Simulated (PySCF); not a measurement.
Al(H)(OEt)(NH2) (C2H8AlNO), SMILES C([O][AlH][NH2])C.

Coordinates come from a PBE0-D3(BJ)/def2-SVP optimisation. The structure was generated by enumeration; whether it is a known compound was not checked. Other conformers were not sampled.

Two levels are set side by side: TDDFT-PBE/def2-SVPD (PySCF) and TDDFT-LC-ωPBE/def2-SVPD (PySCF). Vertical, same geometry. The lowest singlet is HOMO→LUMO 79 %, HOMO→LUMO+1 19 % with PBE and HOMO→LUMO 68 %, HOMO→LUMO+4 17 % with the other functional; states are paired by order. Differences are taken from unrounded values.

```csv
quantity,TDDFT-LC-ωPBE,TDDFT-PBE,TDDFT-PBE minus TDDFT-LC-ωPBE
lowest singlet excitation (eV),6.79,5.42,-1.37
lowest triplet excitation (TDA) (eV),6.30,5.05,-1.25
first bright state (f over 0.05) (eV),6.79,5.94,-0.86
its oscillator strength,0.06,0.07,0.02
```

Functionals without exact exchange tend to place singlet excitations lower, as here. Differences between two approximate levels are no errors against the true value.

Rough cost on one machine, each run with all the roots and properties that it gave: TDDFT-LC-ωPBE against TDDFT-PBE about 6 times.
